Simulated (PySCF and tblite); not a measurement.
The numbers below are computed, except where a source is named.
System: C₇H₈O₂, numbered as in [CH3:1][C:2]1=[CH:3][C:4]([O:5][CH:6]=[O:7])=[CH:8][CH2:9]1.

Motion: shift of H on C9 from C9 to C2. GFN2-xTB gives an electronic barrier of 30.2 kcal/mol and a reaction energy of 5.8 kcal/mol.

Tunnelling of the moving H, left out here, will speed the real process.

Problem. What does PBE0/pcSseg-1 + D3(BJ) give on B3LYP-D3(BJ)/def2-SVP geometries?

Solution. A barrier of 27.8 kcal/mol, 2.4 below the tight-binding barrier (from unrounded values), a reaction energy of 5.1 kcal/mol and, with GFN2-xTB thermal terms, ΔG‡(298 K) = 25.4 kcal/mol and k = 2.8×10⁻⁶ s⁻¹ (2 equivalent paths).

Problem. And the level of the geometries itself, B3LYP-D3(BJ)/def2-SVP?

Solution. 29.1 kcal/mol.

Programs: tblite and PySCF.
